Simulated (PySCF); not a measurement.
Si(Br)(OH)(NH2)2 (BrH5N2OSi), SMILES N[Si](N)(O)Br.

The structure is a stationary point at PBE0-D3(BJ)/def2-SVP. The structure was generated by enumeration, and PubChem lists no compound with its InChIKey, so it may never have been made. Other conformers were not sampled.

Method: TDA-PBE/def2-SVPD run with PySCF 2.14.0.

Vertical excitations. Isolated molecule, no solvent.

```
state  energy (eV)  λ (nm)      f                                              main pairs
-----  -----------  ------  -----  ------------------------------------------------------
S1            5.71     217  0.009                                          HOMO→LUMO 99 %
S2            5.81     213  0.029                                        HOMO−1→LUMO 99 %
S3            6.35     195  0.056                                        HOMO−2→LUMO 97 %
S4            6.57     189  0.005                    HOMO→LUMO+1 73 %, HOMO−1→LUMO+1 21 %
S5            6.61     188  0.048                                        HOMO−3→LUMO 90 %
S6            6.73     184  0.024  HOMO−1→LUMO+1 50 %, HOMO→LUMO+1 15 %, HOMO→LUMO+2 12 %
S7            6.84     181  0.038                    HOMO→LUMO+2 75 %, HOMO−1→LUMO+1 14 %
S8            6.88     180  0.001                                      HOMO−1→LUMO+2 90 %
S9            6.96     178  0.024                                        HOMO→LUMO+3 84 %
S10           7.10     175  0.033                                      HOMO−1→LUMO+3 79 %
T1            5.56     223      0                                          HOMO→LUMO 99 %
T2            5.64     220      0                                        HOMO−1→LUMO 99 %
T3            6.19     200      0                                        HOMO−2→LUMO 98 %
T4            6.34     196      0                    HOMO→LUMO+1 82 %, HOMO−1→LUMO+1 15 %
```
Triplets are in the Tamm–Dancoff approximation.
